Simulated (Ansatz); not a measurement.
Caution, from a PySCF single point (PBE0-D3(BJ)/def2-TZVPD) at this geometry: the highest occupied level lies above zero, so the state may not be bound. This singlet lies 0.75 eV below the relaxed triplet at the level B3LYP/aug-cc-pVTZ // PBE0-D3(BJ)/def2-TZVPD (Ansatz, an electronic-structure program).

Species: C3H6Al, SMILES `C=[CH][Al-][CH3]` (lower singlet; C–C–Al–C torsion 153°) (charge -1, multiplicity 1).

Give a relaxed geometry from PBE0-D3(BJ)/def2-TZVPD (Ansatz).

Several could match; the one computed here: the end point of this relaxation, one of several conformers (outside a Z-matrix the atoms follow the SMILES, hydrogens last).
Cartesian coordinates (Å) in one orientation:
```xyz
10

C     -2.233     0.221    -0.034
C     -0.970    -0.220    -0.041
Al     0.294    -0.074     1.560
C      2.033    -0.036     0.479
H     -2.894     0.208    -0.906
H     -2.675     0.632     0.876
H     -0.629    -0.620    -1.008
H      2.019     0.797    -0.241
H      2.944     0.054     1.081
H      2.111    -0.961    -0.115
```
